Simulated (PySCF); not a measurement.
Correlation energy of O²⁺ (oxygen, charge +2)

[He] 2s2 2p1 3s1, high-spin 3P determinant (an excited configuration). All numbers are calculated (PySCF 2.14, the non-relativistic Hamiltonian (point nucleus), in aug-cc-pVTZ with one added diffuse shell each of s, p, d, f type (6s5p4d3f, 62 functions)). Frozen: 1s2; 4 electrons correlated.

| level | correlation energy (mhartree) |
| --- | --- |
| CCSD | -102.73 |
| (T) | -2.12 |
| CCSD(T) | -104.85 |

Diagnostics: T1 = 0.0084, D1 = 0.0206, largest double amplitude 0.128.

The outer electron is Rydberg-like, and this basis confines it to a smaller radius and binds it less than a complete one would.

Cost of the coupled-cluster step: roughly 11 core-seconds, for 4 correlated electrons.

Iterations:

```
CC2 = 0
CCSD nocc = (np.int64(3), np.int64(1)), nmo = (61, 61)
frozen orbitals [[0], [0]]
max_cycle = 100
direct = 0
conv_tol = 1e-08
conv_tol_normt = 1e-06
diis_space = 8
diis_start_cycle = 0
Init t2, MP2 energy = -0.0740074671971876
Init E_corr(UCCSD) = -0.0740074671987947
cycle = 1  E_corr(UCCSD) = -0.0963043116545556  dE = -0.0222968445  norm(t1,t2) = 0.150374
cycle = 2  E_corr(UCCSD) = -0.111769769172317  dE = -0.0154654575  norm(t1,t2) = 0.319419
cycle = 3  E_corr(UCCSD) = -0.0937225994718983  dE = 0.0180471697  norm(t1,t2) = 0.694549
cycle = 4  E_corr(UCCSD) = -0.102951398105249  dE = -0.00922879863  norm(t1,t2) = 0.0205586
cycle = 5  E_corr(UCCSD) = -0.102368677033018  dE = 0.000582721072  norm(t1,t2) = 0.0187025
cycle = 6  E_corr(UCCSD) = -0.102676831714344  dE = -0.000308154681  norm(t1,t2) = 0.0105628
cycle = 7  E_corr(UCCSD) = -0.102795511714705  dE = -0.00011868  norm(t1,t2) = 0.00153071
cycle = 8  E_corr(UCCSD) = -0.102704260585188  dE = 9.12511295e-05  norm(t1,t2) = 0.00236631
cycle = 9  E_corr(UCCSD) = -0.102727391010406  dE = -2.31304252e-05  norm(t1,t2) = 0.00100956
cycle = 10  E_corr(UCCSD) = -0.102727291205055  dE = 9.98053506e-08  norm(t1,t2) = 7.50684e-05
cycle = 11  E_corr(UCCSD) = -0.102728204686663  dE = -9.13481608e-07  norm(t1,t2) = 1.69124e-05
cycle = 12  E_corr(UCCSD) = -0.102728306880598  dE = -1.02193934e-07  norm(t1,t2) = 5.56868e-06
cycle = 13  E_corr(UCCSD) = -0.102728207283048  dE = 9.95975503e-08  norm(t1,t2) = 1.80834e-06
cycle = 14  E_corr(UCCSD) = -0.102728176131586  dE = 3.11514613e-08  norm(t1,t2) = 5.63486e-07
cycle = 15  E_corr(UCCSD) = -0.102728170766524  dE = 5.36506248e-09  norm(t1,t2) = 1.52333e-07
UCCSD converged
E(UCCSD) = -71.97563139799691  E_corr = -0.1027281707665237
UCCSD(T) correction = -0.0021191220891604
```
